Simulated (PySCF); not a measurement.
Compound: C4H8F2O2.
Numbering: `[CH3:1][CH2:2][O:3][CH2:4][O:5][CH:6]([F:7])[F:8]` (hydrogens: H9, H10, H11 on C1; H12, H13 on C2; H14, H15 on C4; H16 on C6)

The same species was optimised twice, with GFN2-xTB and with PBE0-D3(BJ)/def2-SVP (PySCF), and the same property calculations (PySCF, gas phase) were run on both structures.

```csv
coordinate,GFN2-xTB,PBE0-D3(BJ)/def2-SVP,change
C2–O3 (Å),1.429,1.415,-0.014
C4–O5 (Å),1.426,1.412,-0.014
C1–C2 (Å),1.518,1.507,-0.011
C6–F8 (Å),1.360,1.351,-0.009
C6–F7 (Å),1.340,1.332,-0.008
O5–C6 (Å),1.352,1.358,+0.006
O3–C4 (Å),1.374,1.375,+0.001
F7–C6–F8 (°),106.0,107.9,+1.9
O5–C6–F7 (°),109.0,107.5,-1.5
O5–C6–F8 (°),111.2,110.4,-0.8
C1–C2–O3 (°),108.2,108.7,+0.5
O3–C4–O5 (°),113.0,112.7,-0.3
C4–O5–C6 (°),114.4,114.5,+0.1
C2–O3–C4 (°),114.5,114.5,0.0
C1–C2–O3–C4 (°),-179,180,-1
C2–O3–C4–O5 (°),-69,-69,0
O3–C4–O5–C6 (°),-62,-71,-9
C4–O5–C6–F7 (°),156,164,+8
```

Rotational constants: A = 3973, B = 1013, C = 910.0 MHz (GFN2-xTB) against A = 4208, B = 979.6, C = 888.9 MHz (PBE0-D3(BJ)/def2-SVP). Point groups within 0.08 Å: C1 and C1.

On the GFN2-xTB structure: HOMO (eV) -8.52 [PBE0/pcSseg-1]; LUMO (eV) 1.41 [PBE0/pcSseg-1]; dipole (D) 3.18 [PBE0/pcSseg-1]; GIAO shielding of C1 (ppm) 169.8 [PBE0/pcSseg-1]; GIAO shielding of C2 (ppm) 118.3 [PBE0/pcSseg-1]; GIAO shielding of O3 (ppm) 257.1 [PBE0/pcSseg-1]; GIAO shielding of C4 (ppm) 91.5 [PBE0/pcSseg-1]; GIAO shielding of O5 (ppm) 197.5 [PBE0/pcSseg-1]; GIAO shielding of C6 (ppm) 64.5 [PBE0/pcSseg-1]; GIAO shielding of F7/F8 (mean) (ppm) 280.0 [PBE0/pcSseg-1].

Problem. What do these properties become on the PBE0-D3(BJ)/def2-SVP structure?

Solution. 
```
                                    property          level  on GFN2-xTB  on PBE0-D3(BJ)/def2-SVP  change
                                   HOMO (eV)  PBE0/pcSseg-1        -8.52                    -8.38   +0.14
                                   LUMO (eV)  PBE0/pcSseg-1         1.41                     1.43   +0.02
                                  dipole (D)  PBE0/pcSseg-1         3.18                     2.75   -0.43
energy, GFN2-xTB geometry as zero (kcal/mol)  PBE0/pcSseg-1          0.0                     -0.4    -0.4
                  GIAO shielding of C1 (ppm)  PBE0/pcSseg-1        169.8                    167.8    -2.0
                  GIAO shielding of C2 (ppm)  PBE0/pcSseg-1        118.3                    119.3    +1.0
                  GIAO shielding of O3 (ppm)  PBE0/pcSseg-1        257.1                    257.8    +0.7
                  GIAO shielding of C4 (ppm)  PBE0/pcSseg-1         91.5                     93.0    +1.5
                  GIAO shielding of O5 (ppm)  PBE0/pcSseg-1        197.5                    196.9    -0.6
                  GIAO shielding of C6 (ppm)  PBE0/pcSseg-1         64.5                     65.3    +0.8
        GIAO shielding of F7/F8 (mean) (ppm)  PBE0/pcSseg-1        280.0                    284.1    +4.1
```

The heavy atoms differ by 0.095 Å rms after alignment. Among bonds between heavy atoms C2–O3 and C4–O5 change most and about equally (-0.014 Å). Changes are differences of the printed values. Neither structure is proved a minimum here.

Shape of the structure used: `[CH3:1][CH2:2][O:3][CH2:4][O:5][CH:6]([F:7])[F:8]`: C1–C2–O3–C4 180°, C2–O3–C4–O5 -69°, O3–C4–O5–C6 -71°, C4–O5–C6–F7 164°.
